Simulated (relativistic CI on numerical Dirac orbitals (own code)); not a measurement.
## Cu2+ in a cubic cluster: L2,3 absorption with charge transfer

Computed with a charge-transfer multiplet model of a cubic metal-ligand cluster with up to one ligand hole, Slater and spin-orbit integrals from Dirac-Coulomb-Breit ions, Slater integrals scaled by 0.9. The ground state mixes d9 with configurations of k ligand holes L, whose averages lie at kΔ + k(k − 1)U_dd/2; a core hole lowers each added d electron by U_cd. 20 K, Lorentzian 0.4 eV and Gaussian 0.3 eV FWHM.

Atomic integrals in eV (Slater integrals scaled, ζ unscaled), ground: F2dd 12.450, F4dd 7.768, zeta_d 0.099; with the core hole: F2dd 12.450, F4dd 7.768, zeta_d 0.110, zeta_core 13.385.

Cluster parameters (eV): U_dd = 7.4, U_cd = 8.8, 10Dq = 0.5, 10Dq(ligand) = 1, V(eg) = 2.7, V(t2g) = -1.14, final-state hopping factor = 0.8.

```tsv
Case	n_d	d9	d10L	S
Δ = 2.1 eV	9.34	0.66	0.34	0.50
Δ = 3.1 eV	9.27	0.73	0.27	0.50
Δ = 4.1 eV	9.21	0.79	0.21	0.50
Δ = 5.1 eV	9.17	0.83	0.17	0.50
Δ = 6.1 eV	9.13	0.87	0.13	0.50
```

Weights, n_d and S are thermal averages at 20 K. Photon energies count from the first peak over 30 % of the highest in each spectrum, which can be another peak from case to case. The parameters are a model scan and need not match a compound or its usual spin state. Peaks in eV (height, largest 100):
- Δ = 2.1 eV: 0.0 (100), 20.1 (41)
- Δ = 3.1 eV: 0.0 (100), 20.1 (39)
- Δ = 4.1 eV: 0.0 (100), 20.1 (38)
- Δ = 5.1 eV: 0.0 (100), 20.1 (37)
- Δ = 6.1 eV: 0.0 (100), 20.1 (36)

Curve for Δ = 2.1 eV (points under 2 left out, the grid thinned):

```csv
E (eV),Intensity
-1.5,2.3
-1.4,2.6
-1.3,3.0
-1.1,4.2
-1.0,5.1
-0.9,6.2
-0.8,7.9
-0.7,10.3
-0.6,14.0
-0.4,29.6
-0.3,45.3
-0.2,67.1
-0.1,89.3
0.0,100.0
0.2,70.7
0.3,48.2
0.4,31.5
0.5,21.0
0.6,14.7
0.7,10.8
0.9,6.5
1.0,5.2
1.1,4.3
1.2,3.6
1.3,3.1
1.5,2.3
1.6,2.0
19.1,2.2
19.2,2.7
19.3,3.4
19.4,4.5
19.6,8.8
19.7,13.3
19.8,20.3
19.9,29.5
20.0,37.9
20.2,35.8
20.3,26.6
20.4,17.9
20.5,11.7
20.6,7.9
20.7,5.6
20.9,3.2
21.0,2.5
21.1,2.0
```

For the case Δ = 5.1 eV, Δ = 5.1 eV is smaller than U_dd = 7.4 eV, the charge-transfer side of the Zaanen-Sawatzky-Allen scheme.
